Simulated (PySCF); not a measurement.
## Correlation energy of Zn (zinc, neutral)

[Ar] 3d10 4s2, closed-shell 1S. All numbers are calculated (PySCF 2.14, scalar relativity by spin-free X2C-1e, in x2c-TZVPall (6s5p4d1f, 48 functions)). Frozen: [Ar]; 12 electrons correlated.

MP2 pair energies summed by pair of shells (mhartree):

```json
{"pair": "3d-3d", "energy": "-355.33", "share (%)": "86.2"}
{"pair": "3d-4s", "energy": "-34.24", "share (%)": "8.3"}
{"pair": "4s-4s", "energy": "-22.54", "share (%)": "5.5"}
```

Total MP2 correlation energy: -412.11 mhartree.

Same-spin part -146.73 and opposite-spin part -265.38 mhartree; SCS-MP2 scales them by 1/3 and 6/5 to -367.37 mhartree.

```csv
level,correlation energy (mhartree)
CCSD,-382.14
(T),-9.90
CCSD(T),-392.04
```

Diagnostics: T1 = 0.017, D1 = 0.0438, largest double amplitude 0.114.

**Question.** Is a single reference adequate?

**Answer.** Mostly. T1 lies below 0.03, but a double amplitude of this size points to a near-degeneracy that CCSD handles and MP2 describes poorly.
